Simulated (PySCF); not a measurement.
CH6ClNO2Si, SMILES C([Si](O)(O)Cl)N.

The structure is a stationary point at B3LYP-D3(BJ)/def2-SVP. This is a generated structure with no PubChem entry under its InChIKey; it may be hypothetical. Other conformers were not sampled.

Two levels are set side by side: TDA-PBE/def2-SVPD (PySCF) and TDA-PBE0/def2-SVPD (PySCF). Vertical, same geometry. The lowest singlet is HOMO→LUMO 100 % with PBE and HOMO→LUMO 94 % with the other functional; states are paired by order. Differences are taken from unrounded values.

```tsv
quantity	TDA-PBE0	TDA-PBE	TDA-PBE minus TDA-PBE0
lowest singlet excitation (eV)	5.72	4.57	-1.15
lowest triplet excitation (TDA) (eV)	5.59	4.49	-1.10
```

A lower first singlet is the usual sign of a functional without exact exchange. Differences between two approximate levels are no errors against the true value.

Rough cost on one machine, each run with all the roots and properties that it gave: TDA-PBE0 against TDA-PBE about 2 times.
